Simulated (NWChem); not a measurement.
Everything below was run with NWChem. System: Cl2Zn, charge 0, spin multiplicity 1, at a geometry optimised with PBE0/def2-SVP. The structure started from a generated list of species. Level: BHandHLYP/def2-TZVP.

The NWChem input:

```
start mol
memory heap 200 mb stack 900 mb global 1100 mb
geometry units angstroms nocenter noautoz
  Zn     0.000000     0.000000     0.000000
  Cl     0.000000     0.000000    -2.097028
  Cl     0.000000     0.000000     2.097028
  symmetry group D2h
end
basis spherical
  * library def2-tzvp
end
dft
  xc bhlyp
  semidirect memsize 60000000 filesize 0
  iterations 100
end
task dft energy
```

Output (cleaned and shortened):

```
             Northwest Computational Chemistry Package (NWChem) 7.3.0
             --------------------------------------------------------

                                NWChem Input Module
                                -------------------

 Scaling coordinates for geometry "geometry" by  1.889725989
 (inverse scale =  0.529177249)

 Turning off AUTOSYM since
 SYMMETRY directive was detected!

                             Geometry "geometry" -> ""
                             -------------------------

 Output coordinates in angstroms (scale by  1.889725989 to convert to a.u.)

  No.       Tag          Charge          X              Y              Z
 ---- ---------------- ---------- -------------- -------------- --------------
    1 Zn                  30.0000     0.00000000     0.00000000     0.00000000
    2 Cl                  17.0000     0.00000000     0.00000000    -2.09702800
    3 Cl                  17.0000     0.00000000     0.00000000     2.09702800

 Effective nuclear repulsion energy (a.u.)     293.8572620204

            Nuclear Dipole moment (a.u.)
            ----------------------------
        X                 Y               Z
 ---------------- ---------------- ----------------
     0.0000000000     0.0000000000     0.0000000000

      Symmetry information
      --------------------

 Group name             D2h
 Group number             26
 Group order               8
 No. of unique centers     2

      Symmetry unique atoms

     1    2


 Summary of "ao basis" -> "" (spherical)
 ------------------------------------------------------------------------------
       Tag                 Description            Shells   Functions and Types
 ---------------- ------------------------------  ------  ---------------------
 *                         def2-tzvp                  on all atoms

                                 NWChem DFT Module
                                 -----------------

 Summary of "ao basis" -> "ao basis" (spherical)
 ------------------------------------------------------------------------------
       Tag                 Description            Shells   Functions and Types
 ---------------- ------------------------------  ------  ---------------------
 Zn                        def2-tzvp                16       48   6s5p4d1f
 Cl                        def2-tzvp                13       37   5s5p2d1f

 Summary of "ao basis" -> "ao basis" (spherical)
 ------------------------------------------------------------------------------
       Tag                 Description            Shells   Functions and Types
 ---------------- ------------------------------  ------  ---------------------
 Zn                        def2-tzvp                16       48   6s5p4d1f
 Cl                        def2-tzvp                13       37   5s5p2d1f

      Symmetry analysis of basis
      --------------------------

        ag         30
        au          4
        b1g         7
        b1u        23
        b2g        13
        b2u        16
        b3g        13
        b3u        16

            General Information
            -------------------
          SCF calculation type: DFT
          Wavefunction type:  closed shell.
          No. of atoms     :     3
          No. of electrons :    64
           Alpha electrons :    32
            Beta electrons :    32
          Charge           :     0
          Spin multiplicity:     1
          Use of symmetry is: on ; symmetry adaption is: on
          Maximum number of iterations: 100
          AO basis - number of functions:   122
                     number of shells:    42
          Convergence on energy requested:  1.00D-06
          Convergence on density requested:  1.00D-05
          Convergence on gradient requested:  5.00D-04

              XC Information
              --------------
                        BHLYP Method XC Functional
                     Hartree-Fock (Exact) Exchange  0.500
                        Slater Exchange Functional  0.500 local
                    Becke 1988 Exchange Functional  0.500 non-local
              Lee-Yang-Parr Correlation Functional  1.000

             Grid Information
             ----------------
          Grid used for XC integration:  medium
          Radial quadrature: Mura-Knowles
          Angular quadrature: Lebedev.
          Tag              B.-S. Rad. Rad. Pts. Rad. Cut. Ang. Pts.
          ---              ---------- --------- --------- ---------
          Zn                  1.35      112           8.0       590
          Cl                  1.00       88          11.0       590
          Grid pruning is: on
          Number of quadrature shells:   200
          Spatial weights used:  Erf1

          Convergence Information
          -----------------------
          Convergence aids based upon iterative change in
          total energy or number of iterations.
          Levelshifting, if invoked, occurs when the
          HOMO/LUMO gap drops below (HL_TOL):  1.00D-02
          DIIS, if invoked, will attempt to extrapolate
          using up to (NFOCK): 10 stored Fock matrices.

                    Damping( 0%)  Levelshifting(0.5)       DIIS
                  --------------- ------------------- ---------------
          dE  on:    start            ASAP                start
          dE off:    2 iters        100 iters           100 iters

      Screening Tolerance Information
      -------------------------------
          Density screening/tol_rho:  1.00D-10
          AO Gaussian exp screening on grid/accAOfunc:  14
          CD Gaussian exp screening on grid/accCDfunc:  20
          XC Gaussian exp screening on grid/accXCfunc:  20
          Schwarz screening/accCoul:  1.00D-08

      Superposition of Atomic Density Guess
      -------------------------------------

 Sum of atomic energies:       -2696.76243705

      Non-variational initial energy
      ------------------------------

 Total energy =   -2697.141712
 1-e energy   =   -4340.776810
 2-e energy   =    1349.777836
 HOMO         =      -0.441746
 LUMO         =      -0.051610

      Symmetry analysis of molecular orbitals - initial
      -------------------------------------------------

 !! scf_movecs_sym_adapt:   80 vectors were symmetry contaminated

  Symmetry fudging

 !! scf_movecs_sym_adapt:   64 vectors were symmetry contaminated

  Numbering of irreducible representations:

     1 ag          2 au          3 b1g         4 b1u         5 b2g
     6 b2u         7 b3g         8 b3u

  Orbital symmetries:

     1 ag          2 ag          3 b1u         4 ag          5 b1u
     6 b3u         7 b2u         8 ag          9 b1u        10 ag
    11 b1u        12 b3u        13 b2u        14 b3g        15 b2g
    16 ag         17 b1u        18 b2u        19 b3u        20 ag
    21 b1u        22 ag         23 b2g        24 b3g        25 b1g
    26 ag         27 ag         28 b1u        29 b2u        30 b3u
    31 b2g        32 b3g        33 ag         34 b2u        35 b3u
    36 b1u        37 ag         38 b2u        39 b3u        40 ag
    41 b1g        42 ag

------------------------------------------------------------
EAF file 0: "./mol.aoints.0" size=524288 bytes
------------------------------------------------------------
               write      read    awrite     aread      wait
               -----      ----    ------     -----      ----
     calls:        1         0         0         0         0
   data(b): 5.24e+05  0.00e+00  0.00e+00  0.00e+00
   time(s): 0.00e+00  0.00e+00  0.00e+00  0.00e+00  0.00e+00
rate(mb/s): 0.00e+00  0.00e+00
------------------------------------------------------------

 !! scf_movecs_sym_adapt:   58 vectors were symmetry contaminated

  Symmetry fudging

 !! scf_movecs_sym_adapt:   58 vectors were symmetry contaminated

   convergence    iter        energy       DeltaE   RMS-Dens  Diis-err    time
 ---------------- ----- ----------------- --------- --------- ---------  ------
 d= 0,ls=0.0,diis     1  -2699.8500860276 -2.99D+03  5.77D-03  6.80D-01     2.4

 !! scf_movecs_sym_adapt:   60 vectors were symmetry contaminated

  Symmetry fudging

 !! scf_movecs_sym_adapt:   58 vectors were symmetry contaminated

 d= 0,ls=0.0,diis     2  -2699.8720757896 -2.20D-02  2.70D-03  2.58D-01     2.5

 !! scf_movecs_sym_adapt:   58 vectors were symmetry contaminated

  Symmetry fudging

 !! scf_movecs_sym_adapt:   58 vectors were symmetry contaminated

 d= 0,ls=0.0,diis     3  -2699.8918394328 -1.98D-02  6.02D-04  1.25D-01     2.6

 !! scf_movecs_sym_adapt:   58 vectors were symmetry contaminated

  Symmetry fudging

 !! scf_movecs_sym_adapt:   58 vectors were symmetry contaminated

 d= 0,ls=0.0,diis     4  -2699.8966065609 -4.77D-03  3.33D-04  8.40D-03     2.7

 !! scf_movecs_sym_adapt:   58 vectors were symmetry contaminated

  Symmetry fudging

 !! scf_movecs_sym_adapt:   58 vectors were symmetry contaminated

 d= 0,ls=0.0,diis     5  -2699.8972924113 -6.86D-04  4.51D-05  4.42D-05     2.8

 !! scf_movecs_sym_adapt:   58 vectors were symmetry contaminated

  Symmetry fudging

 !! scf_movecs_sym_adapt:   58 vectors were symmetry contaminated

  Resetting Diis
 d= 0,ls=0.0,diis     6  -2699.8972968945 -4.48D-06  1.43D-05  3.40D-06     2.9

 !! scf_movecs_sym_adapt:   58 vectors were symmetry contaminated

  Symmetry fudging

 !! scf_movecs_sym_adapt:   58 vectors were symmetry contaminated

 d= 0,ls=0.0,diis     7  -2699.8972973877 -4.93D-07  3.22D-06  1.10D-07     3.0

         Total DFT energy =    -2699.897297387674
      One electron energy =    -4339.730789413670
           Coulomb energy =     1473.745717344803
    Exchange-Corr. energy =     -127.769487339223
 Nuclear repulsion energy =      293.857262020416

 Numeric. integr. density =       64.000001704696

     Total iterative time =      2.0s

                  Occupations of the irreducible representations
                  ----------------------------------------------

                     irrep           alpha         beta
                     --------     --------     --------
                     ag               10.0         10.0
                     au                0.0          0.0
                     b1g               1.0          1.0
                     b1u               7.0          7.0
                     b2g               3.0          3.0
                     b2u               4.0          4.0
                     b3g               3.0          3.0
                     b3u               4.0          4.0

                       DFT Final Molecular Orbital Analysis
                       ------------------------------------

 Vector   30  Occ=2.000000D+00  E=-3.968936D-01  Symmetry=b3u
              MO Center=  8.7D-17, -2.3D-17, -7.6D-17, r^2= 5.3D+00
   Bfn.  Coefficient  Atom+Function         Bfn.  Coefficient  Atom+Function
  ----- ------------  ---------------      ----- ------------  ---------------
    63      0.368131  2 Cl px               100      0.368131  3 Cl px
    66      0.244410  2 Cl px               103      0.244410  3 Cl px
    60      0.173965  2 Cl px                97      0.173965  3 Cl px
    54     -0.140621  2 Cl px                91     -0.140621  3 Cl px
    16      0.104596  1 Zn px                57     -0.066959  2 Cl px

 Vector   31  Occ=2.000000D+00  E=-3.816106D-01  Symmetry=b2g
              MO Center=  5.9D-16, -1.3D-30,  1.3D-16, r^2= 5.4D+00
   Bfn.  Coefficient  Atom+Function         Bfn.  Coefficient  Atom+Function
  ----- ------------  ---------------      ----- ------------  ---------------
    63      0.375597  2 Cl px               100     -0.375597  3 Cl px
    66      0.254740  2 Cl px               103     -0.254740  3 Cl px
    60      0.180879  2 Cl px                97     -0.180879  3 Cl px
    54     -0.144391  2 Cl px                91      0.144391  3 Cl px
    25     -0.107792  1 Zn d  1              57     -0.069194  2 Cl px

 Vector   32  Occ=2.000000D+00  E=-3.816106D-01  Symmetry=b3g
              MO Center=  6.2D-30, -1.1D-15,  1.7D-16, r^2= 5.4D+00
   Bfn.  Coefficient  Atom+Function         Bfn.  Coefficient  Atom+Function
  ----- ------------  ---------------      ----- ------------  ---------------
    64      0.375597  2 Cl py               101     -0.375597  3 Cl py
    67      0.254740  2 Cl py               104     -0.254740  3 Cl py
    61      0.180879  2 Cl py                98     -0.180879  3 Cl py
    55     -0.144391  2 Cl py                92      0.144391  3 Cl py
    23      0.107792  1 Zn d -1              58     -0.069194  2 Cl py

 Vector   33  Occ=0.000000D+00  E=-3.376222D-02  Symmetry=ag
              MO Center=  7.3D-30, -5.2D-28,  4.8D-16, r^2= 5.0D+00
   Bfn.  Coefficient  Atom+Function         Bfn.  Coefficient  Atom+Function
  ----- ------------  ---------------      ----- ------------  ---------------
     6      1.040035  1 Zn s                  5      0.415044  1 Zn s
    53     -0.379758  2 Cl s                 90     -0.379758  3 Cl s
    68     -0.316348  2 Cl pz               105      0.316348  3 Cl pz
    65     -0.211578  2 Cl pz               102      0.211578  3 Cl pz
     4     -0.173574  1 Zn s                 24      0.140374  1 Zn d  0

 Vector   34  Occ=0.000000D+00  E= 8.125961D-03  Symmetry=b2u
              MO Center=  8.8D-19,  7.6D-18,  2.9D-17, r^2= 5.5D+00
   Bfn.  Coefficient  Atom+Function         Bfn.  Coefficient  Atom+Function
  ----- ------------  ---------------      ----- ------------  ---------------
    20      0.804208  1 Zn py                17      0.414958  1 Zn py
    67     -0.242782  2 Cl py               104     -0.242782  3 Cl py
    11     -0.147761  1 Zn py                64     -0.124671  2 Cl py
   101     -0.124671  3 Cl py                61     -0.079366  2 Cl py
    98     -0.079366  3 Cl py                55      0.053339  2 Cl py

 Vector   35  Occ=0.000000D+00  E= 8.125961D-03  Symmetry=b3u
              MO Center=  1.7D-17, -2.0D-19,  4.7D-18, r^2= 5.5D+00
   Bfn.  Coefficient  Atom+Function         Bfn.  Coefficient  Atom+Function
  ----- ------------  ---------------      ----- ------------  ---------------
    19      0.804208  1 Zn px                16      0.414958  1 Zn px
    66     -0.242782  2 Cl px               103     -0.242782  3 Cl px
    10     -0.147761  1 Zn px                63     -0.124671  2 Cl px
   100     -0.124671  3 Cl px                60     -0.079366  2 Cl px
    97     -0.079366  3 Cl px                54      0.053339  2 Cl px

 center of mass
 --------------
 x =   0.00000000 y =   0.00000000 z =   0.00000000

 moments of inertia (a.u.)
 ------------------
        1098.291129500533           0.000000000000           0.000000000000
           0.000000000000        1098.291129500533           0.000000000000
           0.000000000000           0.000000000000           0.000000000000

     Multipole analysis of the density
     ---------------------------------

     L   x y z        total         alpha         beta         nuclear
     -   - - -        -----         -----         ----         -------
     0   0 0 0     -0.000000    -32.000000    -32.000000     64.000000

     1   1 0 0     -0.000000     -0.000000     -0.000000      0.000000
     1   0 1 0     -0.000000     -0.000000     -0.000000      0.000000
     1   0 0 1     -0.000000     -0.000000     -0.000000      0.000000

     2   2 0 0    -28.255888    -14.127944    -14.127944      0.000000
     2   1 1 0     -0.000000     -0.000000     -0.000000      0.000000
     2   1 0 1     -0.000000     -0.000000     -0.000000      0.000000
     2   0 2 0    -28.255888    -14.127944    -14.127944      0.000000
     2   0 1 1     -0.000000     -0.000000     -0.000000      0.000000
     2   0 0 2    -36.198843   -285.064866   -285.064866    533.930890

 Task  times  cpu:        3.0s     wall:        3.0s

 Total times  cpu:        3.0s     wall:        3.0s
```
